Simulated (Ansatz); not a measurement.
Ideal-gas functions of `[F][W]([F])([F])([F])=[S]` at 800 K and 1 bar, from an Ansatz frequency run at PBE0-D4/def2-TZVP.

Molar mass 291.9 g/mol, point group C4v (symmetry number 4), electronic degeneracy 1, moments of inertia 240.767, 276.276, 276.28 u Å². Harmonic wavenumbers (cm⁻¹, unscaled): 126, 210, 210, 239, 239, 248, 337, 600, 641, 700, 700, 730.

Use S(trans) = R[1.5 ln M + 2.5 ln T − 1.1517]; rotational temperatures θ = 24.2544 K / I; S(rot) = R[ln(√π/σ · √(T³/θAθBθC)) + 1.5]; for each mode x = 1.438777 ν̃/T, S = R[x/(eˣ − 1) − ln(1 − e⁻ˣ)] and H = RT x/(eˣ − 1); 1 cm⁻¹ = 0.0119627 kJ/mol; R = 8.31446 J/(mol·K).

Question: By hand: the entropy, in J/(mol·K).

Answer: Translation 200.2. Rotation: θ = 0.1007, 0.0878, 0.0878 K, giving 118.8. Vibration, mode by mode: 20.68, 16.46, 16.46, 15.40, 15.40, 15.10, 12.60, 8.07, 7.58, 6.93, 6.93, 6.62, in all 148.2. Electronic 0.0. Sum 467.2 J/(mol·K).

Question: By hand: H − E and G − E in kJ/mol, counted from the electronic energy.

Answer: Zero-point energy ½ × 4980 × 0.0119627 = 29.8; thermal vibration 54.7; translation, rotation and pV give 4 RT = 26.6. H − E = 111.1 kJ/mol, and G − E = 111.1 − 800 × 467.2/1000 = -262.7 kJ/mol.

Vibration gives 32 % of the entropy, 20.7 J/(mol·K) of it from the mode under 150 cm⁻¹: soft modes count most, and the harmonic formula is weakest for them.
